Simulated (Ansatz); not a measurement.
Reactions of C2H5FO, SMILES `COCF`.

Calculated with Ansatz (gas phase, PBE0-D4/def2-TZVP geometries, no zero-point term in ΔE). CCSD(T)/CBS is the MP2 limit (def2-TZVPP, def2-QZVPP) plus CCSD(T) − MP2 in def2-TZVPP, frozen cores. This one scheme is used for every species. Double bonds are as drawn, so ΔE can hold a change between cis and trans. Functionals use def2-TZVPP. B3LYP here is the variant with VWN-RPA as its local correlation; programs differ in this. For Ge outer-core shells are correlated without core-valence functions, which leaves a few kJ/mol of doubt a bond. Scalar relativity is left out up to krypton. Each species was taken in one conformer, which may not be the lowest.

| reaction | B2PLYP (kcal/mol) | B3LYP-D4 (kcal/mol) | ωB97X-V (kcal/mol) | CCSD(T)/CBS(def2) (kcal/mol) |
| --- | --- | --- | --- | --- |
| `COCF` + `N[SiH2]F` → `FCN[SiH2]F` + CH₃OH | 2.5 | 2.0 | 2.5 | 1.9 |
| `COCF` + propene → `C/C=C/CF` + CH₃OH | -0.8 | -0.9 | -0.7 | -1.9 |
| `COCF` + H₂O → `COCO` + H–F | 1.5 | 1.6 | 1.6 | 0.4 |
| `COCF` + `[OH][GeH2][SH]` → `C[O][GeH2][SH]` + `OCF` | 3.0 | 2.5 | 2.9 | 2.8 |
| `COCF` + `C=C(O)Cl` → `C/C=C(\O)Cl` + `OCF` | -12.1 | -12.0 | -11.8 | -13.3 |

Largest T1 diagnostic: 0.012, for `C[O][GeH2][SH]`.
